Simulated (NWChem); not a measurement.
Molecule: B2Cl3, doublet; SMILES ClB([B]Cl)Cl

```xyz
5

Cl     0.0000     0.0000    -2.7240
B      0.0000     0.0000    -1.0407
B      0.0000     0.0000     0.5589
Cl     0.0000     1.5337     1.4328
Cl     0.0000    -1.5337     1.4328
```
Atoms are numbered in this order, from 1.

Program: NWChem. Spin-unrestricted. In the optimisation the excess spin sits in b1 (C2v, its own frame). Geometry: optimised at PBE0/def2-SVP, spin-unrestricted. No stability test was run on the SCF state. Total energies compare along this basis series because the functional is fixed.

```csv
level,basis functions,energy (Ha),highest occupied level (eV),"lowest empty minus highest occupied level, either spin (eV)",dipole (D),relative time
PBE/cc-pVDZ,82,-1429.7239,-4.74,1.14,2.53,1
PBE/aug-cc-pVDZ,127,-1429.7338,-4.93,1.13,2.57,2
PBE/cc-pVTZ,162,-1429.7843,-4.88,1.15,2.55,4
PBE/aug-cc-pVTZ,242,-1429.7867,-4.94,1.15,2.56,6
```

The last column is a rough cost ratio, cheapest run = 1.
